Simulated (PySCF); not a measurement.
**Unknowns**

- GIAO PBE0/pcSseg-1 shieldings
- geometry: GFN2-xTB
- code: PySCF 2.14.0 with density-fitted response routines
- a single conformation, fast rotation and ring inversion assumed for equivalent nuclei, gas phase, non-relativistic

Shifts are taken against calculated references (same method and geometry level): $^{1}$H (σ = 31.72 ppm) and $^{13}$C (σ = 186.93 ppm) against TMS. Splittings of carbon signals by F and P are missing where no couplings were computed. Where no couplings were computed, multiplicities follow the n + 1 count of equivalent neighbours, and m marks all less simple cases (inequivalent or close neighbours, rings, F or P nearby). Shifts are as computed. Against solution values, carbons near 30 ppm lie about +3 ppm off and those near 130 ppm about +5 ppm. Of 1211 compounds with measured shifts, 218 miss one by over three times the rms of a fit or turn the order of signals round; such compounds aren't used in these exercises. OH and NH positions are gas-phase values without hydrogen bonding to other molecules.

Task: C₆H₈FN. $^{1}$H NMR (500 MHz, computed): δ 6.66 (m, 1H), 6.57 (m, 1H), 5.30 (m, 2H), 3.54 (s, 2H), 0.48 (br s, 2H). $^{13}$C{$^{1}$H} NMR (computed): δ 222.1 (C), 153.5 (CH), 127.8 (C), 91.1 (CH), 82.6 (CH2), 46.3 (CH2). Give a structure.

Result: SMILES C=C=C/C(=C\F)CN. Rings plus π bonds: 3 (no ring in the answer). 6 carbon signals for 6 carbons: no two carbons are equivalent. Carbon types of the structure: 2 × C, 2 × CH, 2 × CH2, leaving 2 H on heteroatoms. δC 222.1: central carbon of an allene; the central sp carbon of an allene is among the most deshielded carbons of hydrocarbons. δC 153.5: alkene CH; the olefinic region. δC 127.8: fully substituted alkene carbon; as expected for a trigonal carbon in a double bond. δC 91.1, 82.6: terminal carbon of a cumulated C=C=C unit.

The shifts were computed for this structure.

Task: C₇H₁₃NSi. $^{1}$H NMR (400 MHz, computed): δ 8.09 (s, 1H), 6.10 (br s, 1H), 5.78 (br s, 1H), 4.36 (m, 1H), 4.17 (s, 3H), 2.49 (m, 2H), 2.15 (m, 2H), 2.04 (m, 1H), 1.95 (m, 1H). $^{13}$C{$^{1}$H} NMR (computed): δ 164.8 (CH), 148.4 (C), 140.1 (CH2), 55.7 (CH), 32.2 (CH2), 15.7 (CH2). What is it?

Result: `C=C([SiH3])/C=N\C1CCC1`. Rings plus π bonds: 3 (1 ring in the answer). 6 carbon signals for 7 carbons: some carbons are equivalent by symmetry or fast rotation. Carbon types of the structure: 1 × C, 2 × CH, 4 × CH2, leaving 3 H on heteroatoms. δC 164.8: C=N carbon. δC 148.4: fully substituted alkene carbon; an sp2 carbon of a C=C bond. δC 140.1: terminal =CH2 carbon; as expected for a trigonal carbon in a double bond. δH 6.10, 5.78: hydrogen on a terminal =CH2 carbon; a vinylic proton, deshielded by the sp2 carbon and the C=C anisotropy.

This is the structure that produced the data.

Task: C₆H₉F₂N. $^{1}$H NMR (500 MHz, computed): δ 7.28 (m, 1H), 6.13 (m, 1H), 4.48 (m, 1H), 4.20 (m, 1H), 2.75 (m, 2H), 2.22 (s, 3H). $^{13}$C{$^{1}$H} NMR (computed): δ 167.6, 149.9, 124.7, 99.9, 51.6, 21.1. What is it?

Result: `InChI=1S/C6H9F2N/c1-3-9-5(2)4-6(7)8/h3,6H,1,4H2,2H3/b9-5+`. The formula gives 2 degrees of unsaturation (no ring in the answer). 6 carbon signals for 6 carbons: no two carbons are equivalent. Carbon types of the structure: 1 × C, 2 × CH, 2 × CH2, 1 × CH3, which accounts for all hydrogens. δC 167.6: C=N carbon. δC 149.9: alkene CH; an sp2 carbon of a C=C bond. δC 124.7: sp3 CH bonded to 2 F; 2 electronegative neighbours deshield it. δC 99.9: terminal =CH2 carbon.

This is the structure that produced the data.
